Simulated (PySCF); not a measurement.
## UHF on Kr⁺ (krypton, charge +1)

Configuration: [Ar] 3d10 4s2 4p5, 2P determinant. Computed with PySCF 2.14 in cc-pVTZ-DK (6s5p3d1f, 43 functions), with scalar relativity by spin-free X2C-1e.

```json
{
 "Total energy": "-2787.693426 hartree",
 "One-electron energy": "-3861.0785 hartree",
 "Hartree (Coulomb) energy": "1168.6362 hartree",
 "Exchange energy": "-95.2511 hartree",
 "⟨S²⟩": "0.7574",
 "⟨L²⟩": "2.028",
 "Sum of ⟨r⟩": "23.51 bohr",
 "Sum of ⟨r²⟩": "31.69 bohr²",
 "Traceless quadrupole moment −½Σ⟨3z² − r²⟩ along its main axis": "1.54 e·bohr²",
 "Langevin diamagnetic susceptibility": "-25.1 ×10⁻⁶ cm³/mol",
 "Time after the integrals": "0.12 s of wall time on 1 thread of Neoverse-V2 (shared host)"
}
```

| shell | electrons | mean orbital energy (eV) | spread (eV) | rms radius, mean of both spins (bohr) |
| --- | --- | --- | --- | --- |
| 1s α | 1 | -14415.8 | 0 | 0.0478 |
| 1s β | 1 | -14415.7 | 0 | 0.0478 |
| 2s α | 1 | -1972.6 | 0 | 0.199 |
| 2s β | 1 | -1972.5 | 0 | 0.199 |
| 2p α | 3 | -1740.5 | 0.261 | 0.177 |
| 2p β | 3 | -1740.3 | 0.114 | 0.177 |
| 3s α | 1 | -317.43 | 0 | 0.565 |
| 3s β | 1 | -317.14 | 0 | 0.565 |
| 3p α | 3 | -241.03 | 0.792 | 0.581 |
| 3p β | 3 | -240.64 | 0.130 | 0.581 |
| 3d α | 5 | -114.04 | 0.746 | 0.611 |
| 3d β | 5 | -113.84 | 0.399 | 0.611 |
| 4s α | 1 | -44.388 | 0 | 1.67 |
| 4s β | 1 | -41.105 | 0 | 1.67 |
| 4p α | 3 | -25.550 | 2.121 | 1.97 |
| 4p β | 2 | -24.205 | 0 | 1.97 |

Densities and radii are taken from the X2C orbitals without a picture-change correction, which distorts them close to the nucleus.
